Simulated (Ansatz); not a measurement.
The cluster Ti₂Te₃, relaxed as a singlet with RKS PBE-D4/def2-SVP in Ansatz, starting from the GFN2-xTB geometry. Force threshold 0.02 eV/Å.

In the def2 sets Te takes a core potential; there is no spin–orbit coupling. The relaxation made no stability test and no search for a lower SCF solution. No other spin state of charge 0 was run. The structure comes from a short search, and lower isomers may exist.

Start:

```xyz
5

Ti    0.148    1.250   -0.183
Ti   -1.339   -1.228   -0.056
Te   -2.288    0.575    1.733
Te    2.561    1.897   -1.033
Te    0.919   -2.494   -0.462
```

```tsv
step	energy (eV)	largest force component (eV/Å)	SCF passes
1	-68093.4188	1.937	59
2	-68094.3823	1.121	44
3	-68094.9818	1.068	41
4	-68095.3761	0.477	42
5	-68095.5690	0.460	42
6	-68095.7669	0.508	40
7	-68096.0152	0.541	40
8	-68096.2947	0.541	39
9	-68096.5904	0.677	39
10	-68096.9308	0.835	37
11	-68097.2760	0.833	35
12	-68097.5006	0.364	40
13	-68097.5272	0.065	31
14	-68097.5276	0.006	25
```

Force components are those of the run's own axes.

End:

```tsv
atom	x (Å)	y (Å)	z (Å)
Ti1	0.743	0.253	0.898
Ti2	-0.743	-0.253	-0.898
Te3	-1.837	0.631	1.342
Te4	1.084	1.607	-1.350
Te5	0.753	-2.238	0.007
```

Bonds formed: Ti1–Te5, Ti2–Te4 (atoms count from 1). The end is the same structure that another start reached, the lowest one found.

No frequencies were taken in this run, so the end may be a saddle point.

It took 37 s on 4 threads of Arm Neoverse V2 on a shared host.
